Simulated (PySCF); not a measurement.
prop-2-enylboronamidic acid (C₃H₈BNO), SMILES OB(N)CC=C. Coordinates come from a PBE0-D3(BJ)/def2-SVP optimisation. The values are those of a single conformer.

Computed equilibrium geometry at PBE0-D3(BJ)/def2-SVP (PySCF confirms it by a frequency run) as bond lengths and angles (one conformer of several):
Atoms: C1 C2 C3 B4 N5 O6 H7 H8 H9 H10 H11 H12 H13 H14. Bonded distances (Å): C1–C2 1.337, C1–H7 1.096, C1–H8 1.093, C2–C3 1.491, C2–H9 1.099, C3–B4 1.593, C3–H10 1.105, C3–H11 1.103, B4–N5 1.407, B4–O6 1.372, N5–H12 1.012, N5–H13 1.011, O6–H14 0.961. Bond angles (°): C2–C1–H7 121.4, C2–C1–H8 121.6, H7–C1–H8 117.0, C1–C2–C3 126.1, C1–C2–H9 117.9, C3–C2–H9 115.9, C2–C3–B4 113.8, C2–C3–H10 110.6, C2–C3–H11 111.1, B4–C3–H10 106.8, B4–C3–H11 107.8, H10–C3–H11 106.4, C3–B4–N5 119.8, C3–B4–O6 116.9, N5–B4–O6 123.3, B4–N5–H12 120.1, B4–N5–H13 125.6, H12–N5–H13 114.3, B4–O6–H14 113.8.
Charge 0, spin multiplicity 1.
